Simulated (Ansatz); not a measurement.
Consider the ligand exchange at a Mo–Cl bond: `[F][Mo](=[S])(=[S])[Cl]` + H–F → `[F][Mo]([F])(=[S])=[S]` + HCl.

Program: Ansatz. Geometries: PBE0-D4/def2-TZVP. ΔE: electronic, gas phase. CCSD(T)/CBS adds triple-zeta CCSD(T) − MP2 to the extrapolated MP2 energy (def2 sets, frozen cores). This one scheme is used for every species. DFT in def2-TZVPP. def2 core potentials past Kr. For Mo outer-core shells are correlated without core-valence functions, which leaves a few kJ/mol of doubt a bond.

`[F][Mo](=[S])(=[S])[Cl]`:

Cartesian coordinates in Å:
```
F 1.887 0.351 0.046
Mo 0.087 0.014 0.007
S -0.246 -2.038 0.175
S -0.835 0.938 1.633
Cl -0.894 0.735 -1.861
```

H–F:

Cartesian coordinates in Å:
```
F 0.365 -0.110 -0.258
H -0.365 0.110 0.258
```

`[F][Mo]([F])(=[S])=[S]`:

Z-matrix (Å, degrees):
```
Mo
F 1 1.830
S 1 2.086 2 109.0
S 1 2.086 2 109.0 3 117.1
F 1 1.830 2 113.3 3 -121.5
```

HCl:

```xyz
2

Cl    0.394   -0.359    0.353
H    -0.394    0.359   -0.353
```

Is it downhill or uphill in electronic energy at CCSD(T)/CBS, and by how much? (An estimate is asked.)

The calculation gave: Uphill: ΔE = +6.2 kcal/mol.

What do these levels give: r2SCAN-D4, ωB97X-V, BLYP, HF/def2-SVP, MP2/def2-TZVPP, SCS-MP2/def2-TZVPP? (An estimate is asked.)

Ansatz gave: r2SCAN-D4 1.6, ωB97X-V 0.6, BLYP -0.6, HF/def2-SVP 0.7, MP2/def2-TZVPP 11.4, SCS-MP2/def2-TZVPP 8.4 kcal/mol.

Largest T1 diagnostic among the species: 0.025, so the coupled-cluster value is less sure than usual.

Leaving LDA and LC-ωPBE aside and taking each functional with its dispersion term where it has one, the values, not all of them listed here, spread over 6.2 kcal/mol, from ωB97X-V to PBE-QIDH. LDA lies +1.2 kcal/mol from PBE without D4. At CCSD(T), def2-SVP lies −4.2 kcal/mol from the extrapolated value and def2-TZVPP −1.4 kcal/mol. The D4 term adds +1.8 kcal/mol with B3LYP and +1.0 kcal/mol with PBE0; it sums over pairs of atoms, weighted by their polarisabilities, and B3LYP, whose exchange is more repulsive, gets the larger term.

B3LYP here is the variant with VWN-RPA as its local correlation; programs differ in this.
